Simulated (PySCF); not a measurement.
Input file for PySCF: R-HF/STO-3G on N2 (SMILES N#N).

```python
from pyscf import gto, scf, dft, mp
from pyscf.data.elements import chemcore

mol = gto.M(
    atom='''
    N     0.07938161   -0.05725127    3.36882438
    N    -0.04726989   -0.09717625    2.28723263
    ''',
    basis='sto-3g',
    charge=0, spin=0, verbose=3, max_memory=1800)
mf = scf.RHF(mol)
mf.conv_tol = 1e-8
mf.max_cycle = 100
mf.kernel()
if not mf.converged:
    mf = mf.newton().run(mf.mo_coeff, mf.mo_occ)
```

**Question.** What total energy does the run end on?

**Answer.** -107.4934 hartree.
